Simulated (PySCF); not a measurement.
## Bromine: a sound run and one with changed settings

Sound run: Br²⁺ [Ar] 3d10 4s2 4p3, Br³⁺ [Ar] 3d10 4s2 4p2. Calculation: PySCF 2.14, in def2-TZVP (6s5p4d1f, 48 functions); the non-relativistic Hamiltonian (point nucleus). The sound run starts from symmetry-adapted Hartree-Fock orbitals and uses a fine grid where one is needed.

A second run was set up differently.

```csv
species,method,sound run (hartree),changed run (hartree),converged
Br²⁺,UHF,-2571.25806,-2571.25806,yes
Br²⁺,BP86,-2573.14858,-2580.52997,yes
Br²⁺,PBE0,-2572.59039,-2578.05733,yes
Br³⁺,UHF,-2569.98683,-2569.98683,yes
Br³⁺,BP86,-2571.85629,-2578.93264,yes
Br³⁺,PBE0,-2571.29729,-2576.57877,yes
```

Ionisation energy of Br²⁺:

```
method  sound run (eV)  changed run (eV)
   UHF          34.592            34.592
  BP86          35.165            43.466
  PBE0          35.187            40.234
```

Question: What was changed?
A. basis contracted for another Hamiltonian
B. radial grid too coarse
C. minimal basis
D. too few SCF iterations

Answer: B. It used radial step 1.2 in ln r (0.13 in the sound run). A coarse radial grid mis-integrates the density and the exchange-correlation energy, with errors of either sign; Hartree-Fock needs no grid.
